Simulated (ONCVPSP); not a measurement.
## Hg: excitation energies, all-electron against ONCV

| Quantity | Value |
| --- | --- |
| Element | Hg |
| Generator | ONCVPSP 4.0.1 |
| Type | optimised norm-conserving Vanderbilt (ONCV) |
| Functional | PW91 |
| Relativity | scalar-relativistic |
| Frozen core | [Kr] 4d10 4f14 |
| Valence charge | 20 |
| Reference configuration | 5s2 5p6 5d10 6s1 6p1 |
| Partial waves | 5s+6s: rc 1.70 bohr, ncon 3, nbas 6, qcut 7.5 1/bohr, 2 projectors; 5p+6p: rc 2.00 bohr, ncon 5, nbas 8, qcut 6.8 1/bohr, 2 projectors; 5d: rc 1.70 bohr, ncon 4, nbas 8, qcut 8.2 1/bohr, local |
| Local potential | the d channel |
| Core correction | Teter function fitted to the true core (icmod 2), fcfact 0.7 |

Energies are relative to the spin-unpolarised reference configuration 5s2 5p6 5d10 6s1 6p1; without spin polarisation the order of configurations can differ from experiment.

```
 valence configuration  charge  ΔE all-electron (eV)  error AE − PS (meV)
  5s2 5p6 5d10 6s1 6p0      +1                 4.696                 -2.1
5s2 5p6 5d10 6s1.5 6p0    +0.5                -1.679                 -0.3
```

Problem. What are ΔE and the potential's error for 5s2 5p6 5d10 6s2 6p0?

Solution. ΔE = -6.075 eV all-electron; the error (AE − PS) is -0.2 meV.

Problem. What are ΔE and the potential's error for 5s2 5p6 5d10 6s0 6p0?

Solution. ΔE = 23.768 eV all-electron; the error (AE − PS) is -14 meV.
